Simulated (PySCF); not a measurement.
Species: C3H11OSSi2 (doublet state).
Cartesian coordinates in Å at the GFN2-xTB level; atoms count from 1:
```xyz
18
C3H11OSSi2 angstrom
C     -2.3592    1.1725    0.0185
C     -2.2779   -0.2722   -0.4533
Si    -0.5593   -0.7499   -1.1187
Si     0.8949   -0.3380    0.6258
O      0.5893   -1.4240    1.8061
S      2.9872   -0.7345    0.1201
C      3.2202    0.5402   -1.1490
H     -1.6561    1.3524    0.8304
H     -2.1219    1.8532   -0.7965
H     -3.3597    1.4102    0.3771
H     -2.5549   -0.9330    0.3691
H     -3.0148   -0.4309   -1.2410
H     -0.7007   -2.0522   -1.7990
H     -0.1952    0.1961   -2.1913
H      1.2702   -1.9292    2.2432
H      3.0424    1.5194   -0.7159
H      2.5391    0.3602   -1.9754
H      4.2476    0.4661   -1.4913
```

The hyperfine couplings belong to this conformer and change with its torsions.

Identity: `CC[SiH2][Si](O)SC` [radical].

Method used: UKS B3LYP, pcH-1 on C H O S Si, non-relativistic, mean-field spin-orbit, GIAO (PySCF 2.14.0). Isolated species at its GFN2-xTB geometry (one conformer only). A GFN2-xTB geometry isn't a minimum of the functional, and hyperfine couplings can be far from their values at a DFT geometry, by a factor of two or more for some ions and for spin on atoms past the first row. The SCF solution wasn't tested for stability.

Break the g tensor into its mass correction, gauge correction and orbital-Zeeman/spin–orbit terms.

```
                    Δg (ppt)      1      2      3
relativistic mass correction  -0.18  -0.18  -0.18
            gauge correction   0.01   0.03   0.05
   orbital Zeeman/spin–orbit   0.01   0.34  10.70
                       total  -0.17   0.19  10.58
```

So g = 2.00215, 2.00251, 2.01290 and g_iso = 2.00585; the tensor is close to axial: the two nearest values differ by 3 % of g3 − g1. Axes: g2 points within 13° of the Si4–S6 bond and g3 points within 4° of the Si4–O5 bond.

What are the electron Larmor frequencies g μB B/h along the three axes at 3350 mT?

93.8757, 93.8925, 94.3795 GHz for g1, g2 and g3, a range of 503.8 MHz.

At 9.327 GHz, how far is the centre of the isotropic spectrum from where a free electron (g = 2.002319) resonates?

B = hν/(g μB) with μB/h = 13.99624 MHz/mT gives 332.81 mT for the free electron and 332.22 mT at g_iso, 0.59 mT lower.

In a frozen sample, at which fields do the three g values resonate at 9.5, 34, 94 and 263 GHz (hyperfine left aside), and which band first spreads them over more than twice a line width of 1.0 mT?

| band | GHz | B(g3) mT | B(g2) mT | B(g1) mT | spread mT |
| --- | --- | --- | --- | --- | --- |
| X | 9.5 | 337.20 | 338.95 | 339.01 | 1.81 |
| Q | 34.0 | 1206.83 | 1213.09 | 1213.31 | 6.48 |
| W | 94.0 | 3336.53 | 3353.84 | 3354.44 | 17.90 |
| J | 263.0 | 9335.19 | 9383.60 | 9385.28 | 50.09 |

The spread grows in proportion to the frequency. Q band is the first where it exceeds 2.0 mT.

The Mulliken spin populations are largest on Si4 (+0.66), Si3 (+0.13), S6 (+0.11) and O5 (+0.06). Si4 is the only atom above +0.15. The angles at Si4 add up to 324.4°, so it is pyramidal.

The HOMO–LUMO gaps are 4.49 eV among the α and 3.96 eV among the β orbitals.
